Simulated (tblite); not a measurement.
Compound: C7H8ClF.
Atom-mapped SMILES: `[F:1][C@@H:2]1[C@H:3]2[C@H:4]3[C@@H:5]([CH2:6][Cl:7])[C@@H:8]1[C@@H:9]23` (hydrogens: H10 on C2; H11 on C3; H12 on C4; H13 on C5; H14, H15 on C6; H16 on C8; H17 on C9)

Computed with GFN2-xTB (tblite), gas phase: nudged elastic band of 9 images (0 to 8), spring 0.2 eV/Å², climbing image at the end, force threshold 0.05 eV/Å. No saddle search or frequency run followed, so the top image need not be a first-order saddle, and its height can exceed the method's true barrier by a kcal/mol or more.

Path: rotation about C6–C5 (sp3 C–Cl carbon, four-membered-ring carbon), followed by the dihedral Cl7–C6–C5–C8, from 56° to 175°. Start geometry (image 0):
```
atom  x, y, z in Å
F1     -2.227    0.986   -1.278
C2     -1.064    0.327   -0.952
C3     -1.335   -0.807    0.014
C4     -0.122   -0.930    0.919
C5      0.886    0.121    0.483
C6      1.860   -0.211   -0.633
Cl7     2.501    1.290   -1.359
C8     -0.342    1.013    0.215
C9     -1.160    0.115    1.189
H10    -0.543    0.158   -1.898
H11    -2.049   -1.602   -0.120
H12     0.086   -1.832    1.469
H13     1.440    0.504    1.343
H14     1.394   -0.782   -1.434
H15     2.715   -0.766   -0.245
H16    -0.270    2.093    0.241
H17    -1.776    0.336    2.036
```

The first guess turns that dihedral rigidly in even steps and adds one set of random displacements (0.04 Å standard deviation a coordinate) to every inner image. Energies of the images above image 0 (eV) in the early part of the optimisation:

| iteration | 1 | 2 | 3 | 4 | 5 | 6 | 7 | 8 |
| --- | --- | --- | --- | --- | --- | --- | --- | --- |
| 0 | 1.295 | 1.373 | 1.417 | 1.402 | 1.331 | 1.224 | 1.119 | -0.001 |
| 10 | 0.039 | 0.063 | 0.089 | 0.105 | 0.102 | 0.082 | 0.057 | -0.001 |
| 20 | 0.019 | 0.040 | 0.063 | 0.075 | 0.069 | 0.048 | 0.024 | -0.001 |
| 30 | 0.015 | 0.036 | 0.059 | 0.071 | 0.065 | 0.043 | 0.019 | -0.001 |

**Question.** Where does the band end, and how far was the first guess from it?

**Answer.** Final energies, images 1 to 8: 0.009, 0.029, 0.052, 0.063, 0.055, 0.033, 0.011, -0.001 eV. The highest point drops from 1.42 eV (image 3) to 0.063 eV (image 4), by 1.35 eV. Image 4 moved by 0.06 Å rms, its dihedral from 119° to 116°. The end images are fixed. The true force on the top image ends at 0.030 eV/Å, and the largest on any image at 0.05 eV/Å; away from the top, the method drives only the force across the path to zero. The last saved iteration is 40.

The cost below is that of the whole band run. Hardware: one thread of an Intel Xeon Platinum 8559C, shared host with 192 logical CPUs at a one-minute load of 79. Cost: 3.1 s, 0.19 GiB resident at most.
